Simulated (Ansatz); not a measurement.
`[NH]=[V]([F])([Cl])[Cl]`. Charge 0, multiplicity 1. Correlated methods include outer-core shells of V, which these sets cover unevenly. Scalar relativity is left out up to krypton.

```csv
atom,x (Å),y (Å),z (Å)
N1,0.0998,-0.9913,0.6606
V2,-0.1264,0.3281,-0.1942
F3,-1.7820,0.7814,-0.0746
Cl4,1.1533,1.8400,0.6200
Cl5,0.4102,-0.1255,-2.2174
H6,0.2451,-1.8326,1.2056
```

(1) Give the diagnostics of a CCSD(T)/def2-TZVPP run (frozen core, the Gaussian-basis code of Ansatz). (Best estimate.)

## Answers

(1) Ansatz gave: T1 = 0.0310, largest single amplitude 0.089, largest double 0.052, (T) share of the correlation energy 6.5 %, 16 CCSD cycles. The RHF solution is unstable towards an unrestricted one. T1 lies over the customary mark of 0.02 for closed shells; compounds of d metals often pass it without a breakdown.
